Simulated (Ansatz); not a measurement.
Reaction (hydrogenolysis of a C–Si bond): `[SiH3][CH2][AlH][TeH]` + H₂ → `[CH3][AlH][TeH]` + SiH₄

Isolated molecules relaxed with PBE0-D4/def2-TZVP in Ansatz; ΔE leaves out vibrations. CCSD(T)/CBS adds triple-zeta CCSD(T) − MP2 to the extrapolated MP2 energy (def2 sets, frozen cores). This one scheme is used for every species. Functionals use def2-TZVPP. B3LYP here is the variant with VWN-RPA as its local correlation; programs differ in this. Elements past krypton have def2 core potentials. For Te outer-core shells are correlated without core-valence functions, which leaves a few kJ/mol of doubt a bond. One conformer a species, not always the lowest.

`[SiH3][CH2][AlH][TeH]`:

```xyz
11

Si    1.536    0.333    0.217
C    -0.109   -0.127    0.971
Al   -1.632    0.375   -0.131
Te   -2.085   -0.866   -2.287
H     1.546    1.773   -0.169
H     2.672    0.105    1.152
H     1.775   -0.469   -1.014
H    -0.205    0.359    1.949
H    -0.117   -1.211    1.131
H    -2.619    1.562    0.219
H    -0.763   -1.835   -2.037
```

H₂:

Z-matrix (Å, degrees):
```
H
H 1 0.746
```

`[CH3][AlH][TeH]`:

```xyz
8

C    -0.742    0.878   -0.883
Al    0.460    0.022    0.387
Te    0.168   -2.452    0.845
H    -1.293    1.692   -0.400
H    -1.470    0.188   -1.315
H    -0.174    1.327   -1.705
H     1.617    0.783    1.156
H     1.433   -2.438    1.915
```

SiH₄:

Z-matrix (Å, degrees):
```
Si
H 1 1.485
H 1 1.485 2 109.5
H 1 1.485 2 109.5 3 -120.0
H 1 1.485 2 109.5 3 120.0
```

```
             level  ΔE (kJ/mol)
             B3LYP        -27.2
     HF/def2-TZVPP        -38.2
    MP2/def2-TZVPP         -4.7
SCS-MP2/def2-TZVPP        -12.3
     HF/def2-QZVPP        -37.9
    MP2/def2-QZVPP         -2.3
     MP2/CBS(def2)         -0.8
    CCSD/CBS(def2)        -13.2
```

(1) What does CCSD(T)/CBS give? (An estimate is asked.)

Largest T1 diagnostic among the species: 0.011.

## Answers

(1) The calculation gave: -8.0 kJ/mol. The listed levels differ from it by -19.2, -30.2, 3.3, -4.3, -29.9, 5.7, 7.2, -5.2 kJ/mol.

In def2-TZVPP, CCSD(T) changes the Hartree–Fock value by +26.3 kJ/mol (the triples alone add +5.2 kJ/mol) and MP2 by +33.5 kJ/mol. The D4 term adds +13.8 kJ/mol with B3LYP and +7.8 kJ/mol with PBE0; it sums over pairs of atoms, weighted by their polarisabilities, and B3LYP, whose exchange is more repulsive, gets the larger term.
